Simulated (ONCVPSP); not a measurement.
Ba (Z = 56), ONCV: configuration errors across variants

- Element: barium (Ba)
- Generator: ONCVPSP 4.0.1
- Type: optimised norm-conserving Vanderbilt (ONCV)
- Functional: PBEsol
- Relativity: fully relativistic
- Frozen core: [Kr] 4d10
- Valence charge: 10
- Reference configuration: 5s2 5p6 5d1 6s1
- Partial waves: 5s+6s: rc 2.55 bohr, ncon 4, nbas 8, qcut 4.3 1/bohr, 2 projectors; 5p: rc 2.60 bohr, ncon 4, nbas 7, qcut 6.1 1/bohr, 2 projectors, debl 1.8 Ha; 5d: rc 3.25 bohr, ncon 5, nbas 9, qcut 3.5 1/bohr, 3 projectors, debl 2.5 Ha; f scattering state at 0.05 Ha: rc 2.50 bohr, ncon 3, nbas 6, qcut 3.8 1/bohr, 2 projectors, debl 2.4 Ha
- Local potential: polynomial inside 1.85 bohr (lpopt 5, dvloc0 2 Ha)
- Core correction: polynomial model core, fcfact 0.3

Open shells are filled in proportion to 2j + 1.

All-electron excitation energies from the reference (eV): (1) 5s2 5p6 5d0 6s2 -1.343; (2) 5s2 5p6 5d0 6s1 4.038; (3) 5s2 5p5 5d0 6s2 22.010.

A true bound ghost makes a file unfit for plane-wave use even where its test errors are small: the radial tests pick states by their node count and pass the ghost by.

Errors AE − PS in meV (a dash: test not solved or not reliable):

| change | (1) | (2) | (3) | bound ghosts | GHOST(+) flags above zero |
| --- | --- | --- | --- | --- | --- |
| base | -3.9 | -1.8 | -0.6 | none | s, f7/2, f5/2 |
| f: rc 3.6 | -3.9 | -1.8 | -0.6 | none | s |
| f: debl 0.75 | -3.9 | -1.8 | -0.6 | none | s, f7/2, f5/2 |

Problem. Give the same row for: all radii but the core radius scaled by about 1.20 (s 3.06, p 3.12, d 3.90, f 3.00 bohr); local potential polynomial inside 2.22 bohr (lpopt 5, dvloc0 2 Ha).

Solution. -2.9, +0.5, +2.5; bound ghosts: f7/2, f5/2; GHOST(+) flags above zero: f7/2, f5/2.
